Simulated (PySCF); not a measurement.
N-methyl-N-silylmethanamine (C2H9NSi), SMILES N([SiH3])(C)C. Atoms are numbered in the order given.

```xyz
13

Si     1.3545     0.0110     0.0000
N     -0.3776    -0.1475     0.0000
C     -1.1472     0.0289    -1.2148
H     -0.5311    -0.1885    -2.1012
H     -2.0118    -0.6616    -1.2337
H     -1.5493     1.0579    -1.3289
C     -1.1472     0.0289     1.2148
H     -2.0118    -0.6616     1.2337
H     -0.5311    -0.1885     2.1012
H     -1.5493     1.0579     1.3289
H      1.8751     1.4208     0.0000
H      1.8781    -0.6521    -1.2292
H      1.8781    -0.6521     1.2292
```
Charge 0, spin multiplicity 1.

Geometry: B3LYP-D3(BJ)/def2-SVP.

The numbers are results of PBE/def2-TZVP (PySCF), not measurements.

Symmetry labels are those of the subgroup Cs that the program uses (full group Cs).

Computed valence orbital energies around the gap with their symmetry:
| orbital | symmetry | energy (eV) |
|---|---|---|
| HOMO−7 | A' | -10.99 |
| HOMO−6 | A' | -10.92 |
| HOMO−5 | A" | -9.42 |
| HOMO−4 | A" | -9.02 |
| HOMO−3 | A' | -8.48 |
| HOMO−2 | A' | -8.11 |
| HOMO−1 | A" | -8.11 |
| HOMO | A' | -5.06 |
| LUMO | A' | -0.31 |
| LUMO+1 | A" | 0.64 |
| LUMO+2 | A' | 0.68 |
| LUMO+3 | A' | 1.14 |
